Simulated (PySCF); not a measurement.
Computed shifts of a molecule C₃H₁₃NSi₂, PBE/pcSseg-1 (PySCF), GIAO, gas phase, atoms alike by connectivity averaged where their shifts nearly agree, in ppm (number of nuclei): ¹³C: 43.4 (1), 27.6 (1), -3.6 (1). ²⁹Si: -39.0 (1), -62.3 (1). ¹⁵N: 50.7 (1). ¹H: 5.52 (1), 5.26 (1), 4.36 (3), 3.36 (1), 1.61 (3), 0.54 (3), 0.31 (1). References: ¹³C against TMS (σ = 182.0 ppm); ²⁹Si against TMS (σ = 335.4 ppm); ¹⁵N against NH3 (σ = 267.0 ppm); ¹H against TMS (σ = 31.49 ppm), references at their B3LYP-D3(BJ)/def2-TZVP geometries, non-relativistic. The structure is a stationary point at B3LYP-D3(BJ)/def2-SVP. One conformer was computed; it need not be the lowest.

Pick the molecule that these values belong to.
(A) C[Si](C)(N)C[SiH3]
(B) C[C@@H]([SiH3])NC[SiH3]
(C) C[SiH2]N[C@H](C)[SiH3]
(D) C[SiH2][Si](C)(C)N

C, C[SiH2]N[C@H](C)[SiH3]
